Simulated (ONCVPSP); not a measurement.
## Cutoff test, gallium (Ga), ONCV

```
Element                 : Ga (Z = 31)
Generator               : ONCVPSP 4.0.1
Type                    : optimised norm-conserving Vanderbilt (ONCV)
Functional              : PBE
Relativity              : fully relativistic
Frozen core             : [Ne]
Valence charge          : 21
Reference configuration : 3s2 3p6 3d10 4s2 4p1
Partial waves           : 3s+4s: rc 0.90 bohr, ncon 3, nbas 6, qcut 10.9 1/bohr, 2 projectors; 3p+4p: rc 1.15 bohr, ncon 3, nbas 6, qcut 9.3 1/bohr, 2 projectors; 3d: rc 1.00 bohr, ncon 5, nbas 9, qcut 12.9 1/bohr, 2 projectors, debl 3.5 Ha; f scattering state at 0.35 Ha: rc 0.85 bohr, ncon 4, nbas 8, qcut 13 1/bohr, 1 projector
Local potential         : polynomial inside 0.80 bohr (lpopt 5, dvloc0 1 Ha)
Core correction         : Teter function fitted to the true core (icmod 2), fcfact 0.45
```

Open shells are filled in proportion to 2j + 1.

Question: For each optimised wave give the share of its norm inside rc, the residual kinetic energy above qcut (Ha) and the cutoffs (Ha) for errors of 10, 1, 0.1 and 0.01 mHa per electron.

Answer:

```csv
wave,norm inside rc,residual KE,10 mHa,1 mHa,0.1 mHa,0.01 mHa
3s,0.855,1.7e-04,40.2,51.3,81.2,not reached
4s,0.032,5.1e-05,26.9,45.2,56.6,93.8
3p j=3/2,0.938,3.0e-04,33.4,39.7,77.6,not reached
4p j=3/2,0.019,3.9e-05,23.5,33.1,40.6,59.1
3p j=1/2,0.943,3.4e-04,33.7,40.1,80.7,not reached
4p j=1/2,0.020,4.9e-05,24.2,33.8,41.0,62.6
3d j=5/2,0.740,3.3e-03,75.9,167.5,289.7,321.2
d projector 2 j=5/2,0.053,1.8e-03,71.4,88.6,208.0,341.6
3d j=3/2,0.744,3.4e-03,76.0,169.2,290.2,321.5
d projector 2 j=3/2,0.053,1.9e-03,71.5,88.9,209.5,342.6
f projector 1 j=7/2,0.000,1.9e-08,1.0,2.2,7.1,22.3
f projector 1 j=5/2,0.000,1.9e-08,1.0,2.2,7.1,22.3
```

The occupied waves need 169 Ha and 290 Ha for 1 and 0.1 mHa. Rows with under 1 % of the norm inside rc give no meaningful cutoff. 1 of 4 tests not solved or not reliable.
